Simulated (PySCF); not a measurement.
C$_{2}$H$_{6}$N (SMILES CC[NH-]), charge -1, singlet, at a GFN2-xTB geometry (in this run its highest filled SCF level lies above zero, so its values depend strongly on the basis, on diffuse functions most of all). Base run: DF-R2SCAN/STO-3G (PySCF).

The PySCF input:
```python
from pyscf import gto, scf, dft

mol = gto.Mole()
mol.atom = '''
    C     1.19119079   -0.38292669    0.00717213
    C    -0.13122655    0.52167957    0.02064457
    N    -1.34791120   -0.10755068    0.08388981
    H     2.09946740    0.22915829    0.01714482
    H     1.19406526   -1.03706791    0.87919469
    H     1.20063277   -1.00631015   -0.88849714
    H     0.06822949    1.23865150   -0.89692383
    H    -0.02730219    1.17890666    0.90869617
    H    -1.45949966   -0.68300083   -0.77374348
'''
mol.basis = 'sto-3g'
mol.charge = -1
mol.verbose = 4
mol.build()

mf = dft.RKS(mol)
mf.xc = 'r2scan'
mf = mf.density_fit(auxbasis='def2-universal-jkfit')
mf.kernel()
```

Variants of this job, named by their change:

```json
[
 {"change": "base", "basis functions": "21", "E (Eh)": "-132.58968", "HOMO (eV)": "9.08", "HOMO-LUMO gap (eV)": "7.86", "core-seconds (rough)": "4"},
 {"change": "basis = 3-21G", "basis functions": "39", "E (Eh)": "-133.64306", "HOMO (eV)": "4.28", "HOMO-LUMO gap (eV)": "4.35", "core-seconds (rough)": "5"},
 {"change": "basis = def2-SV(P)", "basis functions": "54", "E (Eh)": "-134.28729", "HOMO (eV)": "3.35", "HOMO-LUMO gap (eV)": "3.38", "core-seconds (rough)": "7"},
 {"change": "basis = 6-31G*", "basis functions": "54", "E (Eh)": "-134.39514", "HOMO (eV)": "3.65", "HOMO-LUMO gap (eV)": "4.20", "core-seconds (rough)": "7"},
 {"change": "basis = 6-31+G*", "basis functions": "66", "E (Eh)": "-134.43003", "HOMO (eV)": "2.15", "HOMO-LUMO gap (eV)": "2.19", "core-seconds (rough)": "9"},
 {"change": "basis = pcseg-1", "basis functions": "72", "E (Eh)": "-134.38980", "HOMO (eV)": "2.95", "HOMO-LUMO gap (eV)": "3.32", "core-seconds (rough)": "8"},
 {"change": "basis = 6-311G**", "basis functions": "90", "E (Eh)": "-134.45346", "HOMO (eV)": "3.02", "HOMO-LUMO gap (eV)": "3.17", "core-seconds (rough)": "10"},
 {"change": "basis = 6-311++G**", "basis functions": "108", "E (Eh)": "-134.47782", "HOMO (eV)": "1.78", "HOMO-LUMO gap (eV)": "1.37", "core-seconds (rough)": "20"},
 {"change": "basis = 6-311+G(2d,p)", "basis functions": "117", "E (Eh)": "-134.47902", "HOMO (eV)": "2.03", "HOMO-LUMO gap (eV)": "2.00", "core-seconds (rough)": "20"},
 {"change": "basis = aug-pcseg-1", "basis functions": "123", "E (Eh)": "-134.41821", "HOMO (eV)": "1.63", "HOMO-LUMO gap (eV)": "1.01", "core-seconds (rough)": "20"},
 {"change": "basis = aug-cc-pVDZ", "basis functions": "123", "E (Eh)": "-134.45658", "HOMO (eV)": "1.70", "HOMO-LUMO gap (eV)": "1.17", "core-seconds (rough)": "20"},
 {"change": "basis = pcseg-2", "basis functions": "174", "E (Eh)": "-134.48469", "HOMO (eV)": "2.29", "HOMO-LUMO gap (eV)": "2.62", "core-seconds (rough)": "30"},
 {"change": "basis = pc-2", "basis functions": "174", "E (Eh)": "-134.48722", "HOMO (eV)": "2.35", "HOMO-LUMO gap (eV)": "2.84", "core-seconds (rough)": "30"}
]
```

Totals compare only among sets that treat the same electrons; sets with core potentials leave the core out.
